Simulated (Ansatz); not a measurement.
`[CH3][Ge][F]` + H₂ → `[F][GeH]` + CH₄ at 500 K and 1 bar (hydrogenolysis of a Ge–C bond).

Program: Ansatz. Geometries: PBE0-D4/def2-TZVP. ΔE: electronic, gas phase. CBS: MP2 limit from def2 TZ/QZ plus the TZ coupled-cluster correction, frozen cores. This one scheme is used for every species. For Ge outer-core shells are correlated without core-valence functions, which leaves a few kJ/mol of doubt a bond. Scalar relativity is left out up to krypton.

```csv
species,CCSD(T)/CBS energy (Eh),H − E (kJ/mol),S (J/(mol·K))
`[CH3][Ge][F]`,-2215.78112,126.9,339.2
H₂,-1.17544,41.0,145.5
`[F][GeH]`,-2176.50038,39.0,274.7
CH₄,-40.46206,135.6,206.8
```

H − E and S are ideal-gas, rigid-rotor, harmonic terms from PBE0-D4/def2-TZVP. The MP2-based limit puts H₂ 0.8 mEh under its directly extrapolated value; such offsets cancel only in part. 1 Eh = 2625.50 kJ/mol, R = 8.31446 J/(mol·K).

By hand: ΔE, ΔH, ΔS and ΔG.

ΔE = (-2176.50038) + (-40.46206) − (-2215.78112) − (-1.17544) = -0.00588 Eh = -15.4 kJ/mol. Δ(H − E) = 39.0 + 135.6 − 126.9 − 41.0 = 6.7, so ΔH = -8.7 kJ/mol. ΔS = 274.7 + 206.8 − 339.2 − 145.5 = -3.2 J/(mol·K). ΔG = -8.7 − 500 × (-3.2)/1000 = -7.1 kJ/mol.

By hand: the equilibrium constant, and the temperature at which ΔG would vanish if ΔH and ΔS stayed fixed.

log₁₀ K = −ΔG/(RT ln 10) = 0.7. ΔG = 0 at ΔH/ΔS = 2719 K, far beyond where these terms or the molecules hold.

The number of gas molecules stays the same, so ΔS is small and ΔH decides. A doubt of 5 kJ/mol in ΔE shifts log₁₀ K by 0.5 here. These are equilibria of isolated gas molecules and say nothing of rates. Largest T1 diagnostic: 0.014 (customary marks: 0.02 for closed shells, 0.045 for open ones).
